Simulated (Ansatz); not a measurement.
Correlation energies of `FC1(F)B[Te]1` by basis set

Z-matrix (Å, degrees):
```
C
F 1 1.329
B 1 1.527 2 123.5
F 1 1.329 2 108.2 3 155.9
Te 1 2.269 2 115.4 3 -73.2
H 3 1.183 1 142.7 2 76.2
```

The species carries charge 0 and has multiplicity 1. Correlated methods include outer-core shells of Te, which these sets cover unevenly. Te: def2 effective core potential. Geometry: relaxed with PBE0-D4/def2-TZVP. Frozen core, restricted reference, Ansatz 0.2.0.

| basis | HF (Eh) | MP2 corr. |
| --- | --- | --- |
| def2-SVP | -528.72984 | -0.70394 |
| def2-TZVPP | -529.06527 | -1.22168 |
| def2-QZVPP | -529.07800 | -1.44622 |

(1) Estimate the CCSD correlation energy and the (T) correction in each basis where they were run (hartree).

## Answers

(1) 
```csv
basis,CCSD corr.,(T)
def2-SVP,-0.72432,-0.02416
def2-TZVPP,-1.19899,-0.04445
```
